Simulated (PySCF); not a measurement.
Gas-phase reaction: InH3 + 2 InF3 ⇌ 3 InH + 3 F2

Method: PySCF energies (xtb for GFN2) plus ideal-gas RRHO corrections (1 bar). † marks an energy on the PBE0/def2-TZVP geometry and frequencies; other levels use their own. MP2 and CCSD(T) freeze the core. All species are closed-shell singlets. B3LYP is the form with VWN-RPA correlation. In: scalar-relativistic def2 core potential, no spin-orbit coupling. InH3, InH: computed as isolated molecules; such fragments, hydroxides, amides, oligomers or adducts are transient or little studied in the gas. MP2 isn't extrapolated to the basis-set limit. CCSD(T) isn't extrapolated to the basis-set limit.

```
level              ΔH°(298 K), kJ
-----------------  --------------
B3LYP/def2-TZVP†             1785
BLYP/def2-TZVP†        (withheld)
CCSD(T)/def2-SVP†            1809
GFN2-xTB               (withheld)
MP2/def2-TZVPP†              1957
PBE/def2-SVP                 1688
PBE/def2-TZVP†               1763
PBE0/def2-QZVP†              1865
PBE0/def2-SVP†         (withheld)
r2SCAN/def2-TZVP†      (withheld)
LDA/def2-TZVP†               1868
```

Q: Fill in the missing entries.

A: 
- BLYP/def2-TZVP†, ΔH°(298 K), kJ: 1708
- GFN2-xTB, ΔH°(298 K), kJ: 1412
- PBE0/def2-SVP†, ΔH°(298 K), kJ: 1761
- r2SCAN/def2-TZVP†, ΔH°(298 K), kJ: 1890
